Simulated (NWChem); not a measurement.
Molecule: C₂H₂F, doublet; SMILES [CH]=CF

In the optimisation the excess spin sits in a' (Cs, its own frame).

Task: Give the equilibrium geometry at PBE0/def2-SVP, spin-unrestricted (NWChem) as an XYZ file, with the point group.

Result: point group Cs; any orientation.
```
5

C      0.1712     1.2624     0.0000
C     -0.4310     0.0966     0.0000
F      0.2152    -1.0753     0.0000
H      1.1569     1.7188     0.0000
H     -1.5201    -0.0278     0.0000
```
